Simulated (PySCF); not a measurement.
[LiI2]-: from structure and modes to constants

All numbers come from PySCF, PBE0, basis Li def2-TZVPD, I def2-TZVPD with ECP28 (scalar-relativistic core potentials, no spin–orbit coupling, density fitting).

The singlet minimum has D∞h symmetry. Masses (u): Li 7.01600, I 126.90447.

```xyz
3
charge -1 multiplicity 1, angstrom
Li    0.0000    0.0000    0.0000
I     2.5392    0.0000    0.0000
I    -2.5392    0.0000    0.0000
```

Harmonic wavenumbers (cm⁻¹): 89.9 (σg+, ×1), 138.1 (πu, ×2), 515.9 (σu+, ×1).

Question: What is the harmonic zero-point energy?

Answer: Half the sum of all 4 wavenumbers, 882/2 = 441 cm⁻¹, which is 5.3 kJ/mol (1 cm⁻¹ = 0.0119627 kJ/mol).

Question: Find the vibrational entropy and heat capacity at 298.15 K.

Answer: With u = 1.43878 ω/T, each mode gives S = R[u/(eᵘ−1) − ln(1−e⁻ᵘ)] and C = R u² eᵘ/(eᵘ−1)².
```tsv
ω (cm⁻¹)	u	S (J/(mol K))	C (J/(mol K))
89.9	0.434	15.32	8.19
138.1 (×2)	0.666	11.84	8.01
515.9	2.490	2.59	5.08
```
The sums over all modes are S = 41.6 and C = 29.3 J/(mol K); the softest mode gives 37 % of the entropy (each member, where degenerate).

Question: Find the bond force constant k and the stretch–stretch coupling k′ of the valence force field.

Answer: For linear XMX, 4π²c²ω(σg)² = (k + k′)/mX and 4π²c²ω(σu)² = (k − k′)(1 + 2mX/mM)/mX. So k + k′ = 0.604 and k − k′ = 0.535 mdyn/Å, giving k = 0.570 and k′ = 0.034 mdyn/Å.

This need not be the most stable arrangement of these atoms. The lowest empty level of this anion is unbound, so it and the gap depend on the basis.
